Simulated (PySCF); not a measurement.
A geometry optimisation on `C[Se]c1ccc(C)cc1`.

Computed with PBE0-D3(BJ)/def2-SVP geometry optimisation, gas phase (PySCF 2.14.0). Start geometry: GFN2-xTB. The input is one job of a driver script: a line of settings, then coordinates in Å.

Input:
```
{"job": {"xc": "PBE0", "basis": "def2-SVP", "d3": "d3bj", "grid": 1, "maxiter": 30, "shake": 0.01, "kind": "geom"}, "charge": 0, "multiplicity": 1}
C      3.674420    -0.595230    -0.630410
Se     2.842150     0.977310     0.233010
C      0.960940     0.547790     0.121690
C      0.542040    -0.701830    -0.225720
C     -0.857210    -0.939850    -0.284020
C     -1.770010     0.074490     0.025740
C     -3.230210    -0.199510    -0.006560
C     -1.262060     1.327270     0.380020
C      0.077810     1.569170     0.455730
H      3.202510    -0.707730    -1.605630
H      4.703650    -0.348290    -0.729550
H      3.531130    -1.454730    -0.010740
H      1.162770    -1.496720    -0.467180
H     -1.231200    -1.911000    -0.545370
H     -3.797520     0.698710    -0.238770
H     -3.479360    -0.944200    -0.739000
H     -3.573690    -0.545610     0.964750
H     -1.978750     2.123650     0.626090
H      0.451850     2.533370     0.711820
```

Output:
```
step   0  E = -2711.26154285  max force = 0.065343
step   1  E = -2711.27102377  max force = 0.010434
step   2  E = -2711.27134416  max force = 0.003572
step   3  E = -2711.27140111  max force = 0.002616
step   4  E = -2711.27148358  max force = 0.001405
step   5  E = -2711.27147738  max force = 0.001552
step   6  E = -2711.27150751  max force = 0.000553
step   7  E = -2711.27151596  max force = 0.000211
optimisation converged
```

Energies in Eh; «max force» is the largest Cartesian gradient component in Eh/bohr.

Q: How much energy does the optimisation release, in kcal/mol?

A: E(step 0) − E(last step) = 0.009973 Eh, which is 6.3 kcal/mol.

Q: Give the first gradient maximum in eV/Å.

A: With 1 Eh/bohr = 51.422 eV/Å, 3.360 eV/Å.

In short: final energy -2711.27152 Eh after 7 steps; dipole 1.31 D.

Q: Where do the atoms end?

A: 0.054 Å rms from the input after alignment:
```
atom  x, y, z in Å
C1     4.0306   -0.6955   -0.7138
Se2    3.2603    0.8991    0.0652
C3     1.4111    0.4540   -0.0077
C4     0.9222   -0.8039   -0.3700
C5    -0.4512   -1.0424   -0.3899
C6    -1.3747   -0.0512   -0.0462
C7    -2.8500   -0.3276   -0.0369
C8    -0.8694    1.2046    0.3141
C9     0.4969    1.4592    0.3329
H10    3.6189   -0.8777   -1.7158
H11    5.1080   -0.4995   -0.7984
H12    3.8768   -1.5718   -0.0696
H13    1.6029   -1.6120   -0.6417
H14   -0.8112   -2.0332   -0.6820
H15   -3.4317    0.5791   -0.2589
H16   -3.1214   -1.0961   -0.7753
H17   -3.1795   -0.6925    0.9508
H18   -1.5632    2.0074    0.5801
H19    0.8561    2.4549    0.6079
```

On one thread of an Arm Neoverse V2, on a shared host, this took 2.6 min wall and 0.84 GiB of memory at its peak.
Labels such as C1 count atoms from 1, the log's own numbers from 0.
